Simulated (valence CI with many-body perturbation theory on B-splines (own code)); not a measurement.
**E1 transitions of Ce**

Method: relativistic CI+MBPT: four valence electrons over a frozen Dirac-Fock core [Xe], radial functions for each j: 7 s, 7 p, 7 d, 7 f, 4 g, 2 h, with the one-electron correlation potential Σ1, the two-electron term Σ2, the three-electron term Σ3, Breit, model QED; selected CI, second order for the rest (own B-spline code, finite nucleus).

Set against measurement, 70 paired levels are off by 208 cm⁻¹ on average, the worst by 603. These come from a selection out of the NIST Handbook of Basic Atomic Spectroscopic Data. Levels without a partner in it may be off by more, other configurations by several thousand cm⁻¹. Among the levels kept, up to 710 cm⁻¹ of a level comes from second order outside the variational space, and about a tenth of that is noise between levels of different J, which matters for small intervals.

Lines 151 to 200 of 517 in falling wavelength, among levels below 15243 cm⁻¹, chosen from the strongest by gf and those to the six lowest levels. Wavelengths and rates use the calculated energies, so an error of 200 cm⁻¹ moves a line at 1253 nm by 2.5 % and its rate by three times that or more. Electric multipoles are in the length gauge, E1 and E2 with the static RPA response of the core. Weak lines are less certain than strong ones. Lines between different terms over intervals too small for the method are left out, as are lines whose strength nearly cancels and 9 of this kind that miss the measured wavelength by over 7 %. Where a level lies close to another of its J and parity, the split of strength between their lines is uncertain. The highest levels of a list are the least certain.

Names give the largest LS component (configuration and term), which can be under half, so a name can repeat, a term be missing and a line seem to break the LS rules; names also repeat where a configuration has a term twice. Letters in brackets count levels of one name in rising energy.

```tsv
λ vac (nm)	λ from measured levels	Upper	Lower	A (s⁻¹)	S (a.u.) with core polarisation	S without
1267		4f2 5d 6s 5I_7	4f 5d2 6s 5I°_8	1.13e+04	1.70e-01	1.06e-01
1264		4f2 5d 6s 3K_6	4f 5d2 6s 3I°_5 [a]	2.39e+04	3.09e-01	6.51e-02
1261		4f 5d 6s 6p 3F_4 [a]	4f 5d2 6s 5D°_3 [b]	1.63e+04	1.45e-01	2.05e-01
1253	1326	4f2 6s2 3F_3	4f 5d 6s2 3F°_3	8.28e+04	5.62e-01	2.29e-01
1250		4f 5d 6s 6p 5H_4	4f 5d 6s2 1F°_3 [a]	3.35e+04	2.91e-01	3.17e-01
1245		4f2 5d 6s 5H_4	4f 5d2 6s 5G°_3 [a]	2.76e+04	2.37e-01	8.61e-02
1236		4f 5d 6s 6p 5H_3	4f 5d2 6s 3F°_2 [a]	1.60e+05	1.04e+00	1.34e+00
1236		4f2 5d 6s 5K_7	4f 5d2 6s 5H°_7 [b]	1.05e+04	1.46e-01	7.87e-02
1235		4f2 5d 6s 3I_5 [b]	4f 5d2 6s 3I°_5 [a]	2.52e+05	2.58e+00	2.03e+00
1234		4f 5d 6s 6p 3F_3 [b]	4f 5d2 6s 5F°_4 [a]	2.77e+04	1.79e-01	1.71e-01
1234		4f 5d 6s 6p 3F_3 [a]	4f 5d2 6s 3H°_4 [a]	5.28e+04	3.43e-01	3.37e-01
1233		4f2 5d 6s 3G_3	4f 5d2 6s 3H°_4 [b]	7.51e+04	4.87e-01	5.27e-01
1229		4f2 5d 6s 5K_8	4f 5d2 6s 5I°_8	1.55e+04	2.41e-01	1.20e-01
1228	1296	4f2 6s2 3F_4	4f 5d 6s2 3F°_3	1.18e+04	9.69e-02	4.66e-02
1228		4f 5d 6s 6p 3D_2	4f 5d2 6s 5F°_2 [a]	1.45e+05	6.62e-01	7.22e-01
1228		4f2 5d 6s 3G_3	4f 5d 6s2 1F°_3 [a]	3.33e+04	2.13e-01	2.18e-01
1226		4f2 5d 6s 5G_5	4f 5d2 6s 3I°_5 [a]	3.50e+04	3.50e-01	2.72e-01
1224		4f 5d 6s 6p 3F_4 [a]	4f 5d2 6s 3H°_4 [a]	1.01e+05	8.25e-01	8.72e-01
1224		4f 5d 6s 6p 3F_4 [b]	4f 5d2 6s 3I°_5 [a]	5.07e+04	4.13e-01	4.52e-01
1217	1279	4f2 6s2 3F_3	4f 5d 6s2 3G°_3	7.67e+03	4.77e-02	1.89e-02
1212		4f 5d2 6s 3H°_5 [d]	4f2 6s2 3H_4	2.24e+04	2.17e-01	2.40e-01
1210		4f2 5d 6s 5G_2	4f 5d2 6s 3F°_2 [a]	4.36e+04	1.90e-01	1.93e-01
1204		4f 5d 6s 6p 3F_2	4f 5d2 6s 3F°_2 [b]	1.07e+05	4.60e-01	5.03e-01
1203		4f2 5d 6s 3I_5 [a]	4f 5d2 6s 3F°_4 [a]	2.94e+04	2.78e-01	1.96e-01
1198		4f 5d 6s 6p 5H_4	4f 5d2 6s 3I°_5 [a]	6.09e+04	4.65e-01	5.02e-01
1197		4f2 5d 6s 5H_3	4f 5d2 6s 3F°_2 [a]	6.15e+04	3.64e-01	2.10e-01
1196	1262	4f2 6s2 3F_3	4f 5d 6s2 3H°_4	7.46e+02	4.41e-03	2.96e-03
1196		4f 5d 6s 6p 5D_1	4f 5d2 6s 3F°_2 [b]	6.45e+04	1.63e-01	1.78e-01
1194	1252	4f2 6s2 3F_4	4f 5d 6s2 3G°_3	5.41e+02	4.09e-03	1.62e-03
1194		4f2 5d 6s 5G_4	4f 5d2 6s 3F°_4 [a]	2.77e+04	2.09e-01	1.97e-01
1191		4f2 5d 6s 5I_6	4f 5d2 6s 5H°_7 [a]	1.81e+04	1.96e-01	1.44e-01
1190		4f 5d 6s 6p 5H_4	4f 5d2 6s 5G°_3 [a]	4.22e+04	3.16e-01	3.12e-01
1190		4f2 5d 6s 5G_4	4f 5d2 6s 5D°_3 [a]	2.42e+04	1.81e-01	1.51e-01
1189		4f 5d 6s 6p 3F_4 [b]	4f 5d2 6s 5D°_3 [b]	2.28e+04	1.70e-01	1.36e-01
1189		4f 5d 6s 6p 5F_1	4f 5d2 6s 5F°_1 [a]	4.02e+05	1.00e+00	1.07e+00
1187	1249	4f2 6s2 3F_2	4f 5d 6s2 3F°_2	1.32e+05	5.47e-01	2.36e-01
1184		4f 5d 6s 6p 3D_2	4f 5d2 6s 5F°_1 [a]	5.94e+04	2.44e-01	2.45e-01
1183		4f2 5d 6s 5H_4	4f 5d2 6s 3H°_4 [a]	4.28e+04	3.14e-01	3.14e-01
1179		4f2 5d 6s 5I_5 [b]	4f 5d2 6s 5H°_6 [b]	1.25e+04	1.11e-01	8.80e-02
1174	1235	4f2 6s2 3F_4	4f 5d 6s2 3H°_4	4.33e+04	3.11e-01	1.46e-01
1172		4f2 5d 6s 5K_5	4f 5d2 6s 5I°_5	1.51e+04	1.32e-01	8.17e-02
1170		4f 5d 6s 6p 5H_3	4f 5d2 6s 5D°_2 [a]	4.34e+04	2.40e-01	2.96e-01
1166		4f2 5d 6s 5K_7	4f 5d2 6s 5H°_7 [a]	1.10e+04	1.29e-01	6.61e-02
1164		4f 5d 6s 6p 5H_4	4f 5d2 6s 5D°_3 [b]	4.77e+04	3.34e-01	4.15e-01
1163		4f2 6s2 1G_4	4f 5d 6s2 3F°_4	9.00e+04	6.28e-01	3.06e-01
1163		4f 5d 6s 6p 3H_5	4f 5d 6s2 3G°_5	3.21e+04	2.74e-01	3.15e-01
1162		4f 5d 6s 6p 5F_1	4f 5d2 6s 3F°_2 [a]	1.30e+05	3.03e-01	3.19e-01
1160		4f 5d 6s 6p 3G_3	4f 5d2 6s 3H°_4 [a]	1.10e+05	5.95e-01	5.93e-01
1158		4f 5d 6s 6p 3D_2	4f 5d2 6s 3F°_2 [a]	1.07e+05	4.10e-01	4.30e-01
1153		4f 5d 6s 6p 5I_5 [b]	4f 5d2 6s 3I°_5 [a]	2.33e+04	1.94e-01	1.66e-01
```
